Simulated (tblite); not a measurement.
Br4Si, charge +1, doublet, geometry from GFN2-xTB (a state made from the parent by changing its charge; the spin is typed, not shown lowest); IPEA1-xTB (tblite).

Here is a job for tblite.
```
$ tblite run mol.xyz --method ipea1 --charge 1 --spin 1 --json tblite.json --no-restart

# file mol.xyz
5

Br    -1.18518439    -1.48795623    -1.16312035
Si     0.00000000     0.00000000    -0.00000000
Br    -1.11591421     1.92799319     0.09540675
Br     1.96640642     0.32802890    -0.99858277
Br     0.33469218    -0.76806587     2.06629637
```

The log (banner, timings and long lists left out):

```
xTB calculator
 | screened Coulomb repulsion
 | Coulomb electrostatics
 |  * isotropic Klopman-Ohno-Mataga-Nishimoto electrostatics
 |  * onsite third-order electrostatics
 | DFT-D3(BJ) dispersion correction

halogen bonding energy    0.0000000000000E+00 Eh
repulsion energy          6.6211874345199E-02 Eh
dispersion energy        -3.8322869723876E-03 Eh
number of electrons       3.1000000000000E+01 e
integral cutoff           2.8146159136829E+01 bohr

------------------------------------------------------------
  cycle        total energy    energy error   density error
------------------------------------------------------------
      1     -17.10184677264  -1.7164226E+01   4.7221139E-01
      2     -17.04823836232   5.3608410E-02   3.4432743E-01
      3     -16.94265055367   1.0558781E-01   2.5735764E-01
      4     -17.20338606348  -2.6073551E-01   1.5981026E-02
      5     -17.20297127781   4.1478567E-04   1.4168304E-02
      6     -17.20362881611  -6.5753831E-04   1.5552890E-03
      7     -17.20363728520  -8.4690809E-06   6.6779900E-04
      8     -17.20363837841  -1.0932132E-06   3.8887163E-04
      9     -17.20363860632  -2.2790936E-07   1.3496602E-04
     10     -17.20363865690  -5.0584465E-08   8.0743244E-05
     11     -17.20363868394  -2.7035075E-08   1.7581133E-06
------------------------------------------------------------

electronic energy        -1.7266018271310E+01 Eh
total energy             -1.7203638683938E+01 Eh

Post processing:
 | Mayer-Wiberg bond orders

[Info] JSON dump of results written to 'tblite.json'
```
